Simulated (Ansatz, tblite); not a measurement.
Removing and adding an electron: Cu(PH3)(SiH3) (CuSiPH₆). Charge 0, multiplicity 1. Geometry: B3LYP-D4/def2-SVP. Ansatz, gas phase; energy differences of separate SCF runs; the oxidised species was run as a doublet alone; the reduced species was run as a doublet alone.

```xyz
9

Cu   -0.015    0.007   -0.019
P     1.479    0.389    1.670
H     2.785   -0.165    1.590
H     1.173   -0.042    2.988
H     1.861    1.719    1.993
Si   -1.516   -0.394   -1.712
H    -1.127    0.193   -3.043
H    -2.899    0.148   -1.460
H    -1.741   -1.854   -2.006
```

The xTB rows come from tblite.

```json
{"level": "GFN1-xTB", "−HOMO (eV)": "10.65", "vertical IE (eV)": "13.07", "−LUMO (eV)": "7.49", "vertical EA (eV)": "–", "HOMO–LUMO gap (eV)": "3.16", "IE − EA (eV)": "–", "remarks": "–"}
{"level": "GFN2-xTB", "−HOMO (eV)": "8.75", "vertical IE (eV)": "11.44", "−LUMO (eV)": "6.72", "vertical EA (eV)": "4.07", "HOMO–LUMO gap (eV)": "2.03", "IE − EA (eV)": "7.37", "remarks": "–"}
{"level": "PBE-D4/def2-TZVP", "−HOMO (eV)": "5.29", "vertical IE (eV)": "8.15", "−LUMO (eV)": "1.79", "vertical EA (eV)": "–", "HOMO–LUMO gap (eV)": "3.50", "IE − EA (eV)": "–", "remarks": "–"}
{"level": "PBE-D4/def2-TZVPD", "−HOMO (eV)": "5.32", "vertical IE (eV)": "–", "−LUMO (eV)": "1.94", "vertical EA (eV)": "-0.18", "HOMO–LUMO gap (eV)": "3.38", "IE − EA (eV)": "–", "remarks": "HOMO above zero (-1 doublet)"}
{"level": "r2SCAN-D4/def2-TZVP", "−HOMO (eV)": "5.39", "vertical IE (eV)": "8.08", "−LUMO (eV)": "1.60", "vertical EA (eV)": "–", "HOMO–LUMO gap (eV)": "3.79", "IE − EA (eV)": "–", "remarks": "–"}
{"level": "r2SCAN-D4/def2-TZVPD", "−HOMO (eV)": "5.40", "vertical IE (eV)": "–", "−LUMO (eV)": "1.73", "vertical EA (eV)": "-0.19", "HOMO–LUMO gap (eV)": "3.67", "IE − EA (eV)": "–", "remarks": "HOMO above zero (-1 doublet)"}
{"level": "PBE0-D4/def2-TZVP", "−HOMO (eV)": "6.13", "vertical IE (eV)": "8.06", "−LUMO (eV)": "0.95", "vertical EA (eV)": "–", "HOMO–LUMO gap (eV)": "5.18", "IE − EA (eV)": "–", "remarks": "–"}
{"level": "PBE0-D4/def2-TZVPD", "−HOMO (eV)": "6.14", "vertical IE (eV)": "–", "−LUMO (eV)": "1.15", "vertical EA (eV)": "-0.28", "HOMO–LUMO gap (eV)": "5.00", "IE − EA (eV)": "–", "remarks": "HOMO above zero (-1 doublet)"}
```

   A HOMO above zero means that the electron is unbound at that level or that self-interaction error raises the level; the energy of removing that electron tells which. Raw xTB energy differences between charge states are shifted by several eV; the methods need an empirical correction for them. A negative affinity means that the extra electron isn't bound; its size then hangs on the basis.
